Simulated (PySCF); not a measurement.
This PySCF input asks for the NMR shieldings of `C1(=O)C(CB)=CC1=O`, C$_{5}$H$_{5}$BO$_{2}$; the geometry comes from GFN2-xTB.

```python
import basis_set_exchange as bse
import numpy as np
from pyscf import gto, dft
from pyscf.prop import nmr

atoms = """
B     1.988535   -0.146980    0.907989
C     1.121441    0.639909   -0.155319
C    -0.250006    0.147429   -0.302432
C    -0.926487   -0.631427   -1.193543
C    -2.201058   -0.573265   -0.447835
O    -3.307308   -1.007059   -0.582671
C    -1.451561    0.307723    0.579272
O    -1.684143    0.877423    1.604022
H     3.115125    0.138761    1.004880
H     1.516971   -0.977630    1.576790
H     1.630405    0.671455   -1.121344
H     1.088624    1.667726    0.224200
H    -0.644928   -1.113577   -2.111738
"""
names = dict.fromkeys(["B", "C", "O", "H"], "pcSseg-1")
basis = {el: gto.basis.parse(bse.get_basis(n, elements=[el], fmt="nwchem")) for el, n in names.items()}
mol = gto.M(atom=atoms, basis=basis, charge=0, verbose=0)
mf = dft.RKS(mol, xc="PBE0")
mf.grids.level = 2
mf.grids.alignment = dft.numint.BLKSIZE   # the property module wants whole blocks of grid points
mf.conv_tol = 1e-9
mf.kernel()

calc = nmr.RKS(mf)   # GIAO
C = mf.mo_coeff
Co = C[:, mf.mo_occ > 0]
resp = mf.gen_response(singlet=True, hermi=2)
def vind(x):   # induced exchange potential for any number of trial vectors
    d = np.einsum("pi,xij,qj->xpq", C, 2 * x.reshape(-1, C.shape[1], Co.shape[1]), Co, optimize=True)
    return np.einsum("xpq,pi,qj->xij", resp(d - d.transpose(0, 2, 1)), C, Co, optimize=True).ravel()
mo1, _ = nmr.rhf.solve_mo1(calc, with_cphf=vind)
sigma = calc.kernel(mo1)
for i, s in enumerate(sigma):   # ppm
    w = np.linalg.eigvalsh((s + s.T) / 2)
    print("%2d %-2s iso %8.1f  s11 %8.1f  s22 %8.1f  s33 %8.1f" % (i, mol.atom_pure_symbol(i), w.mean(), *w))
```

Task: What are the results?

Result: 
```
 0 B  iso     12.0  s11    -54.5  s22    -39.2  s33    129.6
 1 C  iso    150.7  s11    128.6  s22    155.8  s33    167.7
 2 C  iso    -33.3  s11   -150.9  s22    -87.9  s33    138.8
 3 C  iso     -7.2  s11   -122.3  s22    -33.6  s33    134.3
 4 C  iso    -12.6  s11    -85.7  s22     -1.8  s33     49.5
 5 O  iso   -267.9  s11   -831.6  s22   -287.3  s33    315.3
 6 C  iso    -20.2  s11    -84.4  s22    -25.5  s33     49.4
 7 O  iso   -284.8  s11   -878.9  s22   -303.2  s33    327.6
 8 H  iso     23.8  s11     16.6  s22     26.6  s33     28.0
 9 H  iso     24.1  s11     16.1  s22     27.8  s33     28.3
10 H  iso     28.1  s11     23.2  s22     28.7  s33     32.4
11 H  iso     28.6  s11     23.7  s22     28.8  s33     33.2
12 H  iso     22.1  s11     14.6  s22     25.2  s33     26.7
```

These numbers come from an equivalent density-fitted implementation of the same equations, which agrees with the script to about 0.01 ppm for H and up to a few tenths of a ppm for heavy atoms, so last digits may differ.

Size and cost of the density-fitted run: 161 basis functions, 29 s wall time on 1 thread of an Arm Neoverse V1, shared host; peak memory 0.73 GiB.
